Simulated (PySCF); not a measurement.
# EPR parameters of CH8ClO2Si3

Compound: CH8ClO2Si3 (doublet state).
Structure used (GFN2-xTB), in Å, numbered top down from 1:
```
atom  x, y, z in Å
Si1    1.9841    0.7816   -0.6985
C2     1.9214   -1.0580   -0.5296
O3     0.8940   -1.7407   -0.0201
Si4   -0.4720   -1.3780    0.7712
O5    -1.2602   -0.1715    0.0252
Si6   -2.2815    1.0267   -0.3206
Cl7   -3.8280    0.9372    0.9463
H8     1.7132    1.4274    0.5932
H9     1.0112    1.3035   -1.6713
H10    3.3456    1.0725   -1.1469
H11    2.6913   -1.7188   -0.9109
H12   -1.2174   -2.6103    0.5984
H13   -0.2009   -0.9136    2.1264
H14   -2.7441    0.7750   -1.6776
H15   -1.5611    2.2752   -0.1182
```

The hyperfine couplings belong to this conformer and change with its torsions.

As a line formula: `[SiH3][CH]O[SiH2]O[SiH2]Cl` [radical].

Computed with PySCF 2.14.0, UKS B3LYP, pcH-1 on C Cl H O Si, non-relativistic, mean-field spin-orbit, GIAO. One conformer (not necessarily the lowest) at the GFN2-xTB geometry, without solvent, vibrations or thermal averaging. A GFN2-xTB geometry isn't a minimum of the functional, and hyperfine couplings can be far from their values at a DFT geometry. The SCF solution wasn't tested for stability.

```
g1, g2, g3                      : 2.00210, 2.00350, 2.00420
g_iso                           : 2.00327
Form of g                       : rhombic: the two nearest values differ by 33 % of g3 − g1
⟨S²⟩                            : 0.7533 (exact 0.7500)
α and β electrons               : 45, 44
HOMO–LUMO gap, α and β orbitals : 5.38, 6.30 eV
```

Hyperfine couplings atom by atom, in MHz; T1 to T3 are the principal values of the dipolar part; ρ(0) is the spin density at the nucleus:

| atom | isotope | a_iso | of which spin–orbit | T1 | T2 | T3 | Mulliken spin population | ρ(0) (bohr⁻³) |
| --- | --- | --- | --- | --- | --- | --- | --- | --- |
| Si1 | 29Si | 43.7 | -0.1 | -2.0 | -1.4 | 3.4 | -0.02 | -0.0492 |
| C2 | 13C | 77.0 | 0.0 | -72.1 | -69.9 | 142.0 | 0.88 | 0.0685 |
| O3 | 17O | -12.9 | 0.0 | -53.1 | 26.3 | 26.8 | 0.10 | 0.0214 |
| Si4 | 29Si | 2.8 | 0.0 | -2.6 | 0.9 | 1.8 | 0.01 | -0.0031 |
| O5 | 17O | -3.1 | 0.0 | -0.6 | 0.2 | 0.4 | 0.00 | 0.0051 |
| Si6 | 29Si | -0.1 | 0.0 | -0.4 | 0.2 | 0.2 | 0.00 | 0.0001 |
| Cl7 | 35Cl | 0.0 | 0.0 | 0.0 | 0.0 | 0.1 | 0.00 | 0.0000 |
| H8 | 1H | 49.2 | 0.0 | -3.3 | -2.1 | 5.4 | 0.03 | 0.0110 |
| H9 | 1H | 74.5 | 0.0 | -3.2 | -1.8 | 5.0 | 0.04 | 0.0167 |
| H10 | 1H | -1.8 | 0.0 | -3.8 | -2.7 | 6.5 | 0.00 | -0.0004 |
| H11 | 1H | -55.3 | 0.0 | -33.3 | -0.8 | 34.1 | -0.04 | -0.0124 |
| H12 | 1H | -2.1 | 0.0 | -2.5 | -1.7 | 4.2 | 0.00 | -0.0005 |
| H13 | 1H | 12.7 | 0.0 | -2.1 | -1.8 | 3.9 | 0.01 | 0.0028 |
| H14 | 1H | 0.0 | 0.0 | -0.6 | -0.5 | 1.2 | 0.00 | 0.0000 |
| H15 | 1H | 0.4 | 0.0 | -0.7 | -0.6 | 1.3 | 0.00 | 0.0001 |

The largest Mulliken spin populations are on C2 (+0.88) and O3 (+0.10). No atom but C2 exceeds +0.15. The angles at C2 add up to 359.8°, so it is planar; its axial dipolar tensor and the negative coupling of its proton fit spin in a p orbital normal to that plane.

Axes: g2 points within 9° of the Si1–C2 bond.

Under fast tumbling the dipolar parts average out, and these isotropic splittings remain: 1 × 1H (H11, I = 1/2, 2 lines) with 1.97 mT, 3 × 1H (H8/H9/H10, I = 1/2, 4 lines) with 1.45 mT and 2 × 1H (H12/H13, I = 1/2, 3 lines) with 0.19 mT.

Nuclei that the bonding pattern makes equivalent are averaged, as if the motion that swaps them (rotation, inversion, ring flip) were fast. The three 1H nuclei of mean +40.6 MHz run from -1.8 to 74.5 MHz in the frozen geometry. The 1H value of +5.3 MHz is a mean of couplings from -2.1 to 12.7 MHz in this one geometry, not an average over conformers.

The 29Si coupling of Si1 (43.7 MHz) shows only in satellite lines or after enrichment, since that isotope makes up about 4.7 % of natural silicon.

The 13C coupling of C2 (77.0 MHz) shows only in satellite lines or after enrichment, since that isotope makes up about 1.07 % of natural carbon.

The spin density at the nucleus, in bohr⁻³, is negative for Si1 (-0.0492), H11 (-0.0124) and Si4 (-0.0031), for instance. A restricted open-shell determinant has no negative spin density anywhere; here it arises because α and β orbitals differ (spin polarisation).

On an Arm Neoverse V2 with one thread, shared host with 96 logical CPUs at a one-minute load of 52, this took 1.7 min wall (with the writing of density and orbital grids) and 1.0 GiB of memory at its peak.
